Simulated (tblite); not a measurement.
Compound: C6H8F3O2 (charge -1).
Bonds: C1–C2, C2–C3, C2–C4, C4–C5, C5–F6, C5–F7, C5–F8, C2–C9, C9–O10 (double), C9–O11. Hydrogens: H12, H13, H14 on C1; H15, H16, H17 on C3; H18, H19 on C4.
Bond orders are those of one Lewis drawing.

Computed with GFN2-xTB (tblite), gas phase: L-BFGS steps from a force-field or distance-geometry start until the largest atomic force falls under 0.01 eV/Å.

Step 6: E = -1075.5474 eV
```
atom  x, y, z in Å  |  force x, y, z in eV/Å
C1     -1.2112    1.1157   -0.1853   -0.159   0.115  -0.052
C2     -0.4461   -0.1979   -0.1526    0.001   0.034   0.085
C3     -0.7155   -0.8691    1.1985   -0.017  -0.062   0.141
C4      1.0399   -0.0950   -0.5096    0.161   0.117   0.078
C5      1.9388    0.7573    0.3489    0.109   0.196   0.019
F6      3.2361    0.7274   -0.0970   -0.242  -0.056   0.083
F7      2.0148    0.4074    1.6428    0.007  -0.115   0.053
F8      1.6340    2.0732    0.3665    0.039  -0.009  -0.064
C9     -1.0161   -1.2010   -1.2989    0.120  -0.119  -0.034
O10    -1.9541   -0.7795   -1.9703   -0.072  -0.022  -0.064
O11    -0.4091   -2.2748   -1.3476   -0.072  -0.070  -0.070
H12    -2.1577    0.9445    0.3323    0.032   0.172  -0.154
H13    -0.6900    1.9397    0.3053   -0.024  -0.088  -0.023
H14    -1.4524    1.3905   -1.2101    0.092   0.026  -0.033
H15     0.1459   -1.3950    1.6084   -0.028  -0.017  -0.138
H16    -1.5207   -1.5911    1.0469    0.076   0.007   0.211
H17    -1.0476   -0.1287    1.9331    0.140  -0.144   0.026
H18     1.1447    0.2946   -1.5265   -0.060   0.008  -0.006
H19     1.4566   -1.1089   -0.4924   -0.102   0.028  -0.058
```

Step 7: E = -1075.5565 eV
```
atom  x, y, z in Å  |  force x, y, z in eV/Å
C1     -1.2144    1.1172   -0.1871   -0.104   0.084  -0.055
C2     -0.4501   -0.1982   -0.1529    0.005   0.043   0.112
C3     -0.7156   -0.8717    1.2012   -0.002  -0.039   0.110
C4      1.0410   -0.0922   -0.5093    0.079   0.101   0.085
C5      1.9425    0.7606    0.3506    0.041   0.111  -0.013
F6      3.2406    0.7302   -0.0929   -0.264  -0.062   0.088
F7      2.0145    0.4031    1.6439    0.012  -0.044   0.010
F8      1.6370    2.0762    0.3642    0.051  -0.035  -0.015
C9     -1.0209   -1.2008   -1.3017    0.182  -0.190  -0.039
O10    -1.9575   -0.7881   -1.9796   -0.083   0.075  -0.011
O11    -0.4114   -2.2733   -1.3498   -0.041  -0.094  -0.046
H12    -2.1646    0.9526    0.3255    0.049   0.154  -0.138
H13    -0.6876    1.9376    0.3026   -0.041  -0.069  -0.001
H14    -1.4472    1.3934   -1.2132    0.077   0.021  -0.044
H15     0.1479   -1.3973    1.6070   -0.017  -0.027  -0.156
H16    -1.5216   -1.5953    1.0592    0.087   0.030   0.171
H17    -1.0402   -0.1353    1.9434    0.122  -0.110  -0.014
H18     1.1440    0.2988   -1.5267   -0.058  -0.011   0.023
H19     1.4537   -1.1084   -0.4918   -0.095   0.062  -0.066
```

Question: Estimate the geometry and energy of step 8. (The exact step hangs on the optimiser's Hessian estimate; all steps are aligned on step 7, rigid shifts and turns removed.)

Answer: E = -1075.5666 eV, largest force 0.240 eV/Å
```
atom  x, y, z in Å  |  force x, y, z in eV/Å
C1     -1.2192    1.1201   -0.1906    0.018   0.011  -0.055
C2     -0.4547   -0.1976   -0.1512   -0.003   0.015   0.073
C3     -0.7154   -0.8753    1.2058    0.039   0.004   0.016
C4      1.0429   -0.0869   -0.5073   -0.088   0.048   0.057
C5      1.9469    0.7657    0.3527   -0.086  -0.033  -0.015
F6      3.2416    0.7322   -0.0865   -0.164  -0.062   0.051
F7      2.0144    0.3973    1.6455    0.007   0.050  -0.024
F8      1.6415    2.0800    0.3613    0.047  -0.018   0.054
C9     -1.0248   -1.2029   -1.3065    0.150  -0.184  -0.036
O10    -1.9616   -0.7974   -1.9897   -0.013   0.136   0.086
O11    -0.4145   -2.2743   -1.3536    0.008  -0.107  -0.018
H12    -2.1724    0.9654    0.3149    0.017   0.114  -0.098
H13    -0.6856    1.9340    0.2995   -0.046  -0.015   0.030
H14    -1.4395    1.3975   -1.2182    0.058   0.015  -0.068
H15     0.1504   -1.4010    1.6021    0.035  -0.055  -0.149
H16    -1.5211   -1.6000    1.0774    0.057   0.029   0.103
H17    -1.0291   -0.1450    1.9558    0.085  -0.026  -0.009
H18     1.1418    0.3037   -1.5263   -0.053  -0.016   0.060
H19     1.4484   -1.1065   -0.4925   -0.068   0.095  -0.058
```

The energy changes by -0.0101 eV. The first-order estimate −F·Δx gives -0.0149 eV and the mean of the old and new forces, exact on a quadratic surface, -0.0101 eV. The step makes an angle of 59° with the force vector and moves no atom by more than 0.019 Å.

What follows is the cost of the whole relaxation. On one thread, Arm Neoverse N1 (aarch64), no GPU, shared host, this took 1.6 s.
